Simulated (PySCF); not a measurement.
Finite-field polarisability of Pd (palladium, neutral)

[Kr] 4d10, closed-shell 1S. All numbers are calculated (PySCF 2.14, the spin-free X2C one-electron Hamiltonian (Gaussian nucleus), in aug-cc-pVTZ-DK (9s8p6d3f2g, 102 functions)). Frozen: [Kr]. Energy changes in a uniform field (μhartree):

```
axis  F (au)        HF       MP2      CCSD   CCSD(T)
   x  0.0033  -102.902  -128.654  -116.001  -123.946
   x  0.0066  -412.242  -516.007  -465.073  -497.230
```

**Question.** Derive α along x at CCSD(T) from the two fields.

**Answer.** With ΔE = −αF²/2 − γF⁴/24, α = −(16 ΔE(F) − ΔE(2F))/(6F²) = 22.74 bohr³.

**Question.** And the mean polarisability at each level?

**Answer.** HF 18.89, MP2 23.61, CCSD 21.29, CCSD(T) 22.74 bohr³. Reference: 26.14 ± 0.1 bohr³ (recommended; Schwerdtfeger and Nagle, table of static dipole polarizabilities (2023 update)).

CCSD(T) lies more than 5 % below the reference, which points to too few diffuse and polarisation functions.
